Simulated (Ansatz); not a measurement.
Input for Ansatz (a first-principles code): U-r2SCAN/def2-TZVPP on SiS+, 2S+1 = 2, a spin state set in the input, which need not be the lowest, a point of a bond scan (R = 2.079 Å). Charge +1.

Ansatz 0.2 input:
```yaml
crystal:
  periodic: [false, false, false]
  atoms:
    - {symbol: Si, position_ang: [0.00000000, 0.00000000, 0.00000000]}
    - {symbol: S, position_ang: [0.00000000, 0.00000000, 2.07929600]}
basis:
  gaussian:
    orbitals: def2-TZVPP
    pivot_positions_ang: [[0.00000000, 0.00000000, 0.00000000], [0.00000000, 0.00000000, 2.07929600]]
hamiltonian:
  xc: {name: r2SCAN}
total_charge: 1
magnetization: {spin_polarized: true, initial_magnetization: 1}
output: {forces: true, orbitals: {seedname: ./end}}
```

The head of its log:

```
WARN ansatz: RAYON_NUM_THREADS=2 ignored (pool sized by the plan → 2); use --threads N
Functional definition: r2SCAN
integrals: 0.02 GiB planned
572 factors; their error is unknown
mean field: 0.23 GiB planned
mean field evaluation 1: about -18691.7464 eV, gradient 3.7e1 eV
mean field evaluation 2: about -18591.9898 eV, gradient 1.0e2 eV
```

**Question.** What total energy does the run end on?

**Answer.** -687.2745 hartree.
